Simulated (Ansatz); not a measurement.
Reactions of C$_{3}$H$_{5}$FS, SMILES `C=CC(F)S`.

Computed with Ansatz on PBE0-D4/def2-TZVP structures; ΔE is electronic, products minus reactants. CBS: MP2 limit from def2 TZ/QZ plus the TZ coupled-cluster correction, frozen cores. This one scheme is used for every species. Each species was taken in one conformer, which may not be the lowest.

Order these by ΔE at CCSD(T)/CBS, lowest first. (Best estimate.)
A. `C=CC(F)S` → `CC(=S)CF`
B. `C=CC(F)S` + CH₄ → `C=CC(C)S` + H–F
C. `C=CC(F)S` → `C=C(F)CS`
D. `C=CC(F)S` + H–F → `C=CC(F)F` + H₂S
E. `C=CC(F)S` + `BN` → `BNC(F)S` + ethylene
F. `C=CC(F)S` → `[CH]F` + `C=CS`
G. `C=CC(F)S` + H₂ → `C=CCS` + H–F
H. `C=CC(F)S` + H₂ → `C=CCF` + H₂S

G (-95.1 kJ/mol), H (-58.3 kJ/mol), B (-38.3 kJ/mol), A (-16.9 kJ/mol), C (-8.5 kJ/mol), D (+10.7 kJ/mol), E (+34.6 kJ/mol), F (+379.5 kJ/mol).

Largest T1 diagnostic: 0.018, for `[CH]F`.
